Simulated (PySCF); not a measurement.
**Atomic charges by several schemes**

Species: C₄H₄ClF₂N.
Geometry (PBE0-D3(BJ)/def2-SVP, Å), atoms numbered from 1 in this order:
```
atom  x, y, z in Å
N1    -0.3936    2.7540    0.2347
C2    -0.1782    1.6499   -0.0296
C3     0.1326    0.2525   -0.3816
F4     0.6650    0.2332   -1.6494
C5     1.1730   -0.2828    0.5958
F6     1.3702   -1.6099    0.3618
C7    -1.1238   -0.6128   -0.4445
Cl8   -1.9786   -0.6413    1.1051
H9     0.8199   -0.1348    1.6283
H10    2.1158    0.2660    0.4407
H11   -1.7960   -0.2188   -1.2173
H12   -0.8155   -1.6337   -0.7027
```

Density: PBE0/pcSseg-1 (PySCF); schemes: Mulliken, IAO, Hirshfeld and ESP-fitted. Isolated species at its PBE0-D3(BJ)/def2-SVP geometry (one conformer only).

Give the atomic charges in each scheme.

In e:

| atom | environment | Mulliken | IAO | Hirshfeld | ESP-fitted |
| --- | --- | --- | --- | --- | --- |
| N1 | nitrile nitrogen | -0.211 | -0.186 | -0.181 | -0.377 |
| C2 | nitrile carbon | +0.152 | +0.107 | +0.070 | +0.278 |
| C3 | sp3 C–F carbon | -0.013 | +0.276 | +0.110 | +0.327 |
| F4 | alkyl fluorine | -0.290 | -0.294 | -0.082 | -0.194 |
| C5 | sp3 C–F carbon | +0.262 | +0.034 | +0.019 | -0.048 |
| F6 | alkyl fluorine | -0.312 | -0.304 | -0.092 | -0.169 |
| C7 | sp3 C–Cl carbon | -0.134 | -0.257 | -0.043 | -0.581 |
| Cl8 | alkyl chlorine | -0.118 | -0.073 | -0.027 | -0.037 |
| H9 | methylene hydrogen | +0.137 | +0.164 | +0.050 | +0.120 |
| H10 | methylene hydrogen | +0.144 | +0.164 | +0.060 | +0.131 |
| H11 | methylene hydrogen | +0.190 | +0.183 | +0.060 | +0.277 |
| H12 | methylene hydrogen | +0.194 | +0.188 | +0.055 | +0.273 |

Mean size of the charges over all atoms: ESP-fitted 0.234 e, IAO 0.186 e, Mulliken 0.180 e, Hirshfeld 0.071 e. Each set sums to the total charge, 0, to within 0.001 e. The Hirshfeld scheme divides the density at each point in proportion to the densities of the neutral, spherically averaged free atoms.

Lowest charge. The schemes don't all agree: Mulliken F6 (-0.312); IAO F6 (-0.304); Hirshfeld N1 (-0.181); ESP-fitted C7 (-0.581).

Highest charge. The schemes don't all agree: Mulliken C5 (+0.262); IAO C3 (+0.276); Hirshfeld C3 (+0.110); ESP-fitted C3 (+0.327).

How closely do the schemes follow one another over all atoms?

Correlation coefficient and root-mean-square difference: IAO with Hirshfeld 0.88, 0.137 e; IAO with ESP-fitted 0.88, 0.138 e; Mulliken with IAO 0.84, 0.114 e; Hirshfeld with ESP-fitted 0.83, 0.213 e; Mulliken with Hirshfeld 0.78, 0.142 e; Mulliken with ESP-fitted 0.67, 0.205 e.

Sum the charges by element, for elements with more than one atom.

```tsv
element	atoms	Mulliken	IAO	Hirshfeld	ESP-fitted
C	4	+0.267	+0.160	+0.156	-0.024
F	2	-0.602	-0.599	-0.173	-0.362
H	4	+0.665	+0.698	+0.224	+0.800
```

How many electrons does the IAO scheme count on C5?

Z − q = 6 − (+0.034) = 5.966.
